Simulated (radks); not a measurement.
Results of a calculation; reference values are marked as such.
Task: Ionisation of neutral sulfur, [Ne] 3s2 3p4, to S+, [Ne] 3s2 3p3, under several functionals. Dirac Kohn-Sham, spin-unpolarised, spherical densities, point nucleus; open shells are shared between the two j in proportion to 2j + 1; a radial shooting solver on a logarithmic mesh with Libxc functionals. Known Delta-SCF values: BP86 11.861 eV. What does LDA (Slater exchange, VWN5 correlation) give, and what is its highest occupied eigenvalue?

Result: 11.860 eV by Delta-SCF; the 3p3/2 eigenvalue is -7.079 eV. NIST: 10.360 eV (measured).

Beside tabulated values, note that spin-unpolarised runs miss the spin-polarisation part of the exchange energy of open shells.
